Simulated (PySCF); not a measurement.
# Potential energy of MoH along the bond

Set-up: PySCF, scalar-relativistic core potentials, basis sets Mo def2-TZVPP with ECP28, H def2-TZVPP. Energies in eV from Mo (4d5 5s1) + H in their ground configurations at the same level. State: ⁶Σ⁺ (sextet), unpaired electrons σ ↑, π ↑↑, δ ↑↑.

All columns are TPSS. A positive dipole means Mo(−)H(+).

| R (Å) | E (eV) | μ (D) | Mulliken charge on Mo (basis-dependent) | HOMO (eV) | LUMO (eV) | Mayer bond order | ⟨S²⟩ |
| --- | --- | --- | --- | --- | --- | --- | --- |
| 1.476 | -2.213 | -1.91 | 0.24 | -4.48 | -2.43 | 0.99 | 8.76 |
| 1.544 | -2.478 | -2.05 | 0.23 | -4.54 | -2.45 | 0.97 | 8.76 |
| 1.613 | -2.632 | -2.19 | 0.22 | -4.59 | -2.47 | 0.96 | 8.77 |
| 1.665 | -2.691 | -2.29 | 0.21 | -4.63 | -2.48 | 0.96 | 8.77 |
| 1.716 | -2.711 | -2.40 | 0.21 | -4.67 | -2.49 | 0.95 | 8.77 |
| 1.768 | -2.699 | -2.50 | 0.20 | -4.69 | -2.50 | 0.94 | 8.78 |
| 1.836 | -2.644 | -2.63 | 0.20 | -4.72 | -2.51 | 0.93 | 8.78 |
| 1.922 | -2.530 | -2.79 | 0.20 | -4.75 | -2.62 | 0.92 | 8.79 |
| 2.025 | -2.348 | -2.97 | 0.20 | -4.79 | -2.77 | 0.91 | 8.81 |
| 2.162 | -2.065 | -3.16 | 0.20 | -4.84 | -2.94 | 0.88 | 8.84 |

A fit through these points gives, at Re = 1.721 Å, μ = -2.41 D and dμ/dR = -2.01 D/Å; the reduced mass is 0.9976 u.

How strong is the fundamental in the double-harmonic approximation, I = 42.26·(dμ/dR)²/μred km/mol?

I = 42.26·(-2.01)²/0.9976 = 171 km/mol at TPSS.

The metal atom is held in its measured ground configuration; semilocal functionals can put another filling of s and d lower by some tenths of an eV, and De to that atom would be smaller. These are scalar-relativistic numbers at best; spin–orbit coupling would shift them, the dissociation energy most. With d or f electrons several states lie close, and the lowest PBE0 determinant need not be the measured ground state.
